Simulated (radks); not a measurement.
Results of a calculation; reference values are marked as such.
Q: These are the eigenvalues of the occupied orbitals of an atom or ion with whole-number occupations (hartree). Level of theory: Dirac Kohn-Sham, PBE, spin-unpolarised, spherical densities, finite nucleus; Fermi nuclear charge, rms radius of each element as measured or else 0.836 A^(1/3) + 0.57 fm (a radial shooting solver on a logarithmic mesh with Libxc functionals).

1s1/2: -1263.393
2s1/2: -197.6139
2p1/2: -185.7414
2p3/2: -173.8111
3s1/2: -41.41432
3p1/2: -36.47846
3p3/2: -34.21224
3d3/2: -25.52635
3d5/2: -25.04739
4s1/2: -8.48619
4p1/2: -6.73783
4p3/2: -6.28521
4d3/2: -3.45454
4d5/2: -3.38106
5s1/2: -1.84478
5p1/2: -1.40028
5p3/2: -1.33768

Which element is it, and in what charge state? The configuration may be excited. Open shells, if any, are shared by 2j + 1.

A: Z = 54, xenon, charge +3: Xe3+ in [Kr] 4d10 5s2 5p3. The list shows which subshells hold electrons but not how many an open one holds; the 1s level, -1263.4 hartree, gives Z - s = 50.3 by -(Z - s)^2/2, which with screening and relativity narrows Z to a few neighbours, and the depths of the outer levels then fix element, charge and occupations together.
